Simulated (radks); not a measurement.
Spin polarisation of the 2p3 shell in the neon ion Ne3+. Start: [He] 2s2 2p(up 1.5, down 1.5); electrons of 2p are moved from spin down to spin up, other shells keep equal spins. Calculated with a radial shooting solver on a logarithmic mesh with Libxc functionals: scalar-relativistic Kohn-Sham, SCAN, spin-polarised, spherical densities, finite nucleus; meta-GGA in the generalised Kohn-Sham scheme; Fermi nuclear charge, rms radius of each element as measured or else 0.836 A^(1/3) + 0.57 fm.

| moment (Bohr magnetons) | E - E(0) (eV) | e(2p up) (eV) | e(2p down) (eV) | 2s down minus up (eV) |
|---|---|---|---|---|
| 0 | 0.000 | -81.009 | -81.009 | 0.000 |
| 0.75 | -0.544 | -82.371 | -79.441 | 2.573 |
| 1.5 | -2.195 | -83.548 | -77.641 | 5.220 |
| 2.25 | -4.990 | -84.551 | -75.579 | 8.038 |

At moment 2.25 the spin-polarisation energy is -4.990 eV and the 2p exchange splitting 8.972 eV, that is 3.988 eV per Bohr magneton; E = -I m^2/4 would give I = 3.943 eV.
